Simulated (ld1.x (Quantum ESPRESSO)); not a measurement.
**What one change does to a pseudopotential (arsenic, RRKJ)**

* Element: As (Z = 33)
* Generator: ld1.x (Quantum ESPRESSO) 7.5
* Type: norm-conserving RRKJ (Kleinman–Bylander form)
* Functional: LDA (PZ)
* Relativity: scalar-relativistic
* Frozen core: [Ar] 3d10
* Valence charge: 5
* Reference configuration: 4s1.5 4p3.5
* Partial waves: 4p (bound): rc 1.35 bohr; 4s (bound): rc 1.25 bohr
* Local potential: the s channel
* Core correction: none

All-electron outer shells of the reference configuration (LDA (PZ), scalar-relativistic, ld1.x):

| shell | level (eV) | outermost node (bohr) | outermost maximum (bohr) |
| --- | --- | --- | --- |
| 3p | -134.26 | 0.22 | 0.52 |
| 3d | -41.72 | – | 0.47 |
| 4s | -15.16 | 0.73 | 1.59 |
| 4p | -5.67 | 0.78 | 1.95 |

Change: wave 4p (bound): rc 1.35 bohr becomes 4p (bound): rc 1.40 bohr.

Cutoffs: the cutoffs (Ry, on a coarse ladder) from which the occupation-weighted sum of valence levels, in a spherical-Bessel basis at the reference potential, stays within 10 and 1 mRy of its value at 400 Ry; they do not see the model core or the augmentation charge, which bear on the density cutoff. Errors are all-electron minus pseudo energies relative to the spin-unpolarised reference configuration.

Question: What does the change do?

Answer: The potential gets softer (70 Ry and 140 Ry → 60 Ry and 120 Ry); both files keep a bound ghost (p); the errors of the 9 common tests hardly move. A larger radius leaves more room for a smooth pseudo-wave, so fewer plane waves are needed.

```tsv
quantity	base	changed
cutoff, loose	70 Ry	60 Ry
cutoff, tight	140 Ry	120 Ry
loose cutoff by channel (10 mRy a level)	p 50 Ry, s 45 Ry	p 45 Ry, s 45 Ry
bound ghosts	p	p
error for 4s2 4p3, meV [ΔE -4.71 eV]	+2.2	+2.1
error for 4s2 4p2, meV [ΔE 4.62 eV]	+2.0	+1.9
error for 4s2 4p1, meV [ΔE 22.78 eV]	+12	+13
error for 4s2 4p3.3, meV [ΔE -5.99 eV]	+1.9	+1.9
error for 4s1 4p4, meV [ΔE 4.77 eV]	+1.6	+1.5
error for 4s2 4p2.5, meV [ΔE -1.07 eV]	+2.1	+2.0
error for 4s2 4p0, meV [ΔE 50.82 eV]	+89	+92
error for 4s1.5 4p3.5 (spin-polarised), meV [ΔE -1.38 eV]	+271	+272
error for 4s2 4p3 (spin-polarised), meV [ΔE -6.03 eV]	+173	+174
```

 A true bound ghost makes a file unfit for plane-wave use even where its test errors are small: the radial tests pick states by their node count and pass the ghost by.
